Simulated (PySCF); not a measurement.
An unknown gives this computed stick spectrum. Level of theory: TDDFT CAM-B3LYP/def2-SVPD, vertical, gas phase, core orbitals frozen in the response in PySCF 2.14.0, density-fitted response routines. Geometries: GFN2-xTB, one conformer each.

| state | E (eV) | f |
| --- | --- | --- |
| S1 | 6.47 | 0.011 |
| S2 | 7.02 | 0.049 |
| S3 | 7.76 | 0.093 |
| S4 | 7.89 | 0.028 |
| S5 | 7.96 | 0.0069 |
| S6 | 8.02 | 0.017 |
| S7 | 8.12 | 0.048 |
| S8 | 8.16 | 0.032 |

Orbital energies (eV): HOMO-3 -10.65, HOMO-2 -10.53, HOMO-1 -10.23, HOMO -9.34, LUMO 0.49, LUMO+1 1.03, LUMO+2 1.46.

Question: Which candidate is it? All have the formula C3H11FOSi2.
A. `CC[C@H](F)[SiH2]O[SiH3]`
B. `CCO[Si@H](F)[SiH2]C`
C. `CC(C)[SiH2]O[SiH2]F`

Answer: B. Its S1, at 6.47 eV, is the lowest among the candidates; the nearest of the others has S1 at 7.04 eV. S1 is HOMO→LUMO (89%). Löwdin shares by element: HOMO silicon 41%, oxygen 20%, hydrogen 13% or more (atoms not listed hold the other 26%); LUMO silicon 48%, carbon 11% or more, oxygen 9% (atoms not listed hold the other 33%). At the same level the other candidates give, for their lowest levels:
- `CC(C)[SiH2]O[SiH2]F`: 7.38 eV (f 0.004); 7.73 eV (f 0.013); 7.93 eV (f 0.007); 8.06 eV (f 0.024); 8.49 eV (f 0.045); T1 7.07 eV; HOMO -9.39, LUMO 1.11 eV
- `CC[C@H](F)[SiH2]O[SiH3]`: 7.04 eV (f 0.001); 7.43 eV (f 0.005); 7.74 eV (f 0.022); 7.93 eV (f 0.005); 8.06 eV (f 0.004); T1 6.73 eV; HOMO -9.33, LUMO 0.85 eV

The values belong to the conformer `[CH3:1][CH2:2][O:3][Si@H:4]([F:5])[SiH2:6][CH3:7]`: C1–C2–O3–Si4 -78°, C2–O3–Si4–F5 -49°, O3–Si4–Si6–C7 115°.
Triplets come from the Tamm–Dancoff approximation.
